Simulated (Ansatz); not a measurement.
Steps of a relaxation of CH3GaOS, SMILES `[OH][Ga]1[CH2][S]1` with RKS PBE0-D4/def2-TZVP.

```sh
$ ansatz run in.yaml --threads 2 --pin off --events-out ev --progress --plain --max-ram 32768MiB --backend cpu
```

```yaml
crystal:
  periodic: [false, false, false]
  atoms:
    - {symbol: O, position_ang: [-1.883460, 0.902090, -1.089200]}
    - {symbol: Ga, position_ang: [-0.621850, 0.010000, -0.326920]}
    - {symbol: C, position_ang: [1.113090, -0.259140, 0.627810]}
    - {symbol: S, position_ang: [0.106790, -1.974110, 0.274230]}
    - {symbol: H, position_ang: [-2.013380, 1.822800, -1.305590]}
    - {symbol: H, position_ang: [2.067360, -0.333650, 0.118680]}
    - {symbol: H, position_ang: [1.231460, -0.167990, 1.700990]}
basis:
  gaussian: {orbitals: def2-TZVP}
hamiltonian: {xc: pbe0, dispersion: d4}
relax: {f_tol: 0.005, max_steps: 150}
```

Positions (Å) and forces (eV/Å) along the path, 7 of 7 steps:

```xyz
7
step=1 energy=-66333.9928 eV
O    -1.883    0.902   -1.089   -0.957   -0.187   -0.459
Ga   -0.622    0.010   -0.327    1.703   -0.617    0.960
C     1.113   -0.259    0.628   -1.074   -0.935   -0.512
S     0.107   -1.974    0.274    0.002    1.258   -0.128
H    -2.013    1.823   -1.306    0.481    0.075    0.239
H     2.067   -0.334    0.119   -0.024    0.188   -0.152
H     1.231   -0.168    1.701   -0.132    0.217    0.052
7
step=2 energy=-66334.1208 eV
O    -1.858    0.878   -1.083   -0.887   -0.128   -0.450
Ga   -0.596   -0.023   -0.315    0.783    0.121    0.396
C     1.086   -0.315    0.617   -0.429   -0.258   -0.173
S     0.084   -1.988    0.265    0.360    0.621    0.136
H    -1.942    1.816   -1.252    0.452   -0.034    0.244
H     2.038   -0.275    0.085   -0.196   -0.136    0.061
H     1.187   -0.094    1.682   -0.083   -0.185   -0.213
7
step=3 energy=-66334.1864 eV
O    -1.872    0.855   -1.097   -0.599   -0.113   -0.308
Ga   -0.571    0.009   -0.308   -0.134    0.577   -0.137
C     1.067   -0.326    0.606    0.637    0.170    0.386
S     0.115   -1.925    0.279   -0.109   -0.585    0.012
H    -1.926    1.803   -1.232    0.376   -0.077    0.208
H     2.023   -0.301    0.076   -0.201    0.051    0.174
H     1.165   -0.115    1.677    0.031   -0.022   -0.335
7
step=4 energy=-66334.2344 eV
O    -1.916    0.827   -1.111   -0.084   -0.842    0.055
Ga   -0.559    0.055   -0.305   -0.267    0.142   -0.153
C     1.075   -0.322    0.612   -0.110   -0.082   -0.126
S     0.090   -1.917    0.263    0.030   -0.173    0.042
H    -1.865    1.765   -1.203    0.113    0.844   -0.042
H     2.012   -0.293    0.078    0.225    0.039   -0.045
H     1.164   -0.114    1.665    0.093    0.072    0.268
7
step=5 energy=-66334.2474 eV
O    -1.926    0.819   -1.127   -0.079    0.368   -0.074
Ga   -0.585    0.034   -0.315    0.119   -0.054    0.061
C     1.067   -0.320    0.606   -0.052    0.027   -0.017
S     0.094   -1.925    0.270    0.037   -0.105    0.026
H    -1.835    1.779   -1.179   -0.033   -0.253    0.005
H     2.016   -0.282    0.081    0.027   -0.002   -0.049
H     1.170   -0.105    1.664   -0.019    0.017    0.047
7
step=6 energy=-66334.2499 eV
O    -1.928    0.831   -1.124    0.012   -0.038    0.011
Ga   -0.594    0.012   -0.319    0.003   -0.009    0.003
C     1.061   -0.318    0.603   -0.007    0.014   -0.005
S     0.109   -1.942    0.279   -0.020    0.018   -0.013
H    -1.814    1.784   -1.172    0.004    0.018    0.000
H     2.007   -0.273    0.072   -0.001   -0.001    0.010
H     1.158   -0.094    1.661    0.008   -0.002   -0.006
7
step=7 energy=-66334.2500 eV
O    -1.927    0.830   -1.124   -0.001    0.001    0.000
Ga   -0.593    0.015   -0.318    0.003   -0.004    0.001
C     1.062   -0.317    0.603    0.001   -0.001    0.000
S     0.107   -1.939    0.277   -0.003    0.003   -0.002
H    -1.817    1.783   -1.173    0.000   -0.001    0.000
H     2.009   -0.275    0.074    0.000    0.001    0.000
H     1.160   -0.095    1.661    0.000    0.001    0.001
```

It took 42 s on 2 threads of an AMD EPYC 7R13 on a shared host, with 0.95 GiB of host memory at the peak.
